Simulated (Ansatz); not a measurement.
Computed with Ansatz on PBE0-D4/def2-TZVP structures; ΔE is electronic, products minus reactants. CCSD(T)/CBS adds triple-zeta CCSD(T) − MP2 to the extrapolated MP2 energy (def2 sets, frozen cores). DFT in def2-TZVPP. B3LYP here is the variant with VWN-RPA as its local correlation; programs differ in this. For As outer-core shells are correlated without core-valence functions, which leaves a few kJ/mol of doubt a bond. Scalar relativity is left out up to krypton. Each species was taken in one conformer, which may not be the lowest.

Consider the ligand exchange at the Si–N bond: `[SiH3]/N=C1\C[SiH2]1` + `O[AsH2]` → `[SiH3]O[AsH2]` + `N=C1C[SiH2]1`.

Problem. Is it downhill or uphill in electronic energy at CCSD(T)/CBS, and by how much? (Best estimate.)

Solution. The calculation gave: Downhill: ΔE = -58.2 kJ/mol.

Problem. What do these levels give: r2SCAN-D4, B2PLYP, PBE, B3LYP, MP2/def2-TZVPP, SCS-MP2/def2-QZVPP? (Best estimate.)

Solution. Ansatz gave: r2SCAN-D4 -53.6, B2PLYP -58.8, PBE -48.9, B3LYP -58.4, MP2/def2-TZVPP -57.2, SCS-MP2/def2-QZVPP -60.7 kJ/mol.

Largest T1 diagnostic among the species: 0.014.

In def2-TZVPP, CCSD(T) changes the Hartree–Fock value by +11.8 kJ/mol (the triples alone add +2.8 kJ/mol) and MP2 by +14.0 kJ/mol. From PBE to PBE0 (25 % exact exchange), in def2-TZVPP and without D4, ΔE moves by −4.5 kJ/mol.
